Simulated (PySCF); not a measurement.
The same gas-phase reaction for Cr, Mo, W:
- CrO₃ + 2 Cl → CrO₂Cl₂ + O
- MoO₃ + 2 Cl → MoO₂Cl₂ + O
- WO₃ + 2 Cl → WO₂Cl₂ + O

Energies from PySCF (xtb for GFN2), thermal terms from the rigid-rotor harmonic-oscillator model, ideal gas at 1 bar. † marks an energy on the PBE0/def2-TZVP geometry and frequencies; other levels use their own. MP2 and CCSD(T) freeze the core. Open shells (unrestricted): Cl (multiplicity 2), O (multiplicity 3); the rest are closed-shell singlets. GFN2 has no spin-polarisation term. Spin-orbit splitting is ignored; it lowers the true energy and changes the entropy of Cl, O. Mo, W: scalar-relativistic def2 core potential, no spin-orbit coupling. MP2 isn't extrapolated to the basis-set limit. CCSD(T) isn't extrapolated to the basis-set limit. Strong static correlation: CrO₃, MoO₃. Warning, large T1 diagnostic: CrO₂Cl₂, CrO₃, MoO₂Cl₂, MoO₃, WO₂Cl₂, WO₃ (CCSD(T)/def2-TZVPP†).

ΔH°(298 K) in kJ, by level:

| level | Cr | Mo | W |
|---|---|---|---|
| ωB97M-V/def2-TZVP† | -226.2 | [?] | -340.9 |
| r2SCAN/def2-TZVP† | -238.3 | [?] | -329.3 |
| HF/def2-TZVP† | -276.5 | [?] | -426.3 |
| MP2/def2-TZVPP† | -275.8 | [?] | -310.8 |
| MP2/def2-SVP† | -268.2 | [?] | -284.3 |
| GFN2-xTB | -99.2 | [?] | -55.5 |
| CCSD(T)/def2-TZVPP† | -211.6 | -279.8 | -320.5 |
| LDA/def2-TZVP† | -230.2 | [?] | -307.7 |

Q: Complete the blanks.

A: 
- ωB97M-V/def2-TZVP†, Mo: -298.7
- r2SCAN/def2-TZVP†, Mo: -294.2
- HF/def2-TZVP†, Mo: -377.3
- MP2/def2-TZVPP†, Mo: -273.9
- MP2/def2-SVP†, Mo: -260.0
- GFN2-xTB, Mo: -56.1
- LDA/def2-TZVP†, Mo: -278.6
